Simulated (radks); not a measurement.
All-electron atom: Mg I in [Ne] 3s2. All-electron calculation, non-relativistic Kohn-Sham, TPSS, spin-polarised, spherical densities, point nucleus; meta-GGA in the generalised Kohn-Sham scheme. Program: a radial shooting solver on a logarithmic mesh with Libxc functionals. Some entries of the table are withheld. Estimate them.

orbital,occ.,eigenvalue (eV),<1/r> (bohr^-1)
1s,2,(1),(2)
2s,2,(3),2.096
2p,6,-47.1179,(4)
3s,2,-4.7559,0.4138

Answer. 
(1) 1s eigenvalue (eV): -1263.157
(2) 1s <1/r> (bohr^-1): 11.59
(3) 2s eigenvalue (eV): -80.8559
(4) 2p <1/r> (bohr^-1): 1.954
